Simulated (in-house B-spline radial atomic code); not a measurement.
Inner levels of lead as electrons are removed. A shift is the extra binding of the orbital against the neutral atom ([Xe] 4f14 5d10 6s2 6p2). Computed with an all-electron radial atomic-structure program (B-spline basis): non-relativistic Hartree-Fock, average of the configuration, point nuclei.

This level leaves out relativity, spin-orbit splitting included, which matters for heavy ions.

| ion | configuration | shift of 2p (eV) | shift of 2s (eV) | shift of 3s (eV) | radius of 2p (bohr) | radius of 2s (bohr) | radius of 3s (bohr) | Σ<r²> (bohr²) | change of density at nucleus (bohr⁻³) |
| --- | --- | --- | --- | --- | --- | --- | --- | --- | --- |
| Pb46+ | [Ar] 3d10 4s2 4p6 | 2286.73 | 2282.81 | 2179.7 | 0.065504 | 0.077481 | 0.19121 | 1.9072 | 741.78 |
| Pb47+ | [Ar] 3d10 4s2 4p5 | ? | ? | ? | ? | ? | ? | ? | ? |
| Pb48+ | [Ar] 3d10 4s2 4p4 | 2459.78 | 2453.8 | 2332.15 | 0.065481 | 0.077449 | 0.19081 | 1.5744 | 892.5 |
| Pb49+ | [Ar] 3d10 4s2 4p3 | 2547.56 | 2540.51 | 2409.27 | 0.065468 | 0.077432 | 0.19061 | 1.4124 | 969.6 |
| Pb50+ | [Ar] 3d10 4s2 4p2 | 2636.17 | 2628.02 | 2487 | 0.065454 | 0.077415 | 0.1904 | 1.2534 | 1047.88 |
| Pb51+ | [Ar] 3d10 4s2 4p1 | 2725.6 | 2716.33 | 2565.32 | 0.065441 | 0.077397 | 0.1902 | 1.0972 | 1127.3 |
| Pb52+ | [Ar] 3d10 4s2 | ? | ? | ? | ? | ? | ? | ? | ? |
| Pb53+ | [Ar] 3d10 4s1 | 2904.44 | 2891.84 | 2720.56 | 0.065414 | 0.077375 | 0.19 | 0.78946 | -325.53 |

Q: Fill in the row of Pb47+.

A: shift of 2p (eV): 2372.84; shift of 2s (eV): 2367.91; shift of 3s (eV): 2255.62; radius of 2p (bohr): 0.065493; radius of 2s (bohr): 0.077465; radius of 3s (bohr): 0.19101; Σ<r²> (bohr²): 1.7393; change of density at nucleus (bohr⁻³): 816.58.

Q: Fill in the row of Pb52+.

A: shift of 2p (eV): 2815.87; shift of 2s (eV): 2805.44; shift of 3s (eV): 2644.23; radius of 2p (bohr): 0.065427; radius of 2s (bohr): 0.077379; radius of 3s (bohr): 0.18998; Σ<r²> (bohr²): 0.94376; change of density at nucleus (bohr⁻³): 1207.88.
